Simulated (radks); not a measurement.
Tl2+, 79 electrons, occupied as [Xe] 4f13.5 5d10 6s1.5 (fractional occupations, a model configuration). Calculated with a radial shooting solver on a logarithmic mesh with Libxc functionals: scalar-relativistic Kohn-Sham, SCAN, spin-polarised, spherical densities, finite nucleus; open shells are filled with parallel spins first (spin-orbit coupling, left out, can overturn this in heavy ions); meta-GGA in the generalised Kohn-Sham scheme; Fermi nuclear charge, rms radius 5.4759 fm.

Unscreened Slater integrals over Kohn-Sham orbitals (cm^-1). They are taken over the spin-up orbitals.

integral,value
"F0(6s,6s)",88601
"F0(6s,5d)",104260
"G2(6s,5d)",22724
"F0(6s,5p)",108950
"G1(6s,5p)",8158.8
"F0(5d,5d)",149190
"F2(5d,5d)",77527
"F4(5d,5d)",51562
"F0(5d,5p)",168200
"F2(5d,5p)",84310
"G1(5d,5p)",102370
"G3(5d,5p)",63602
"F0(5p,5p)",197950
"F2(5p,5p)",106850
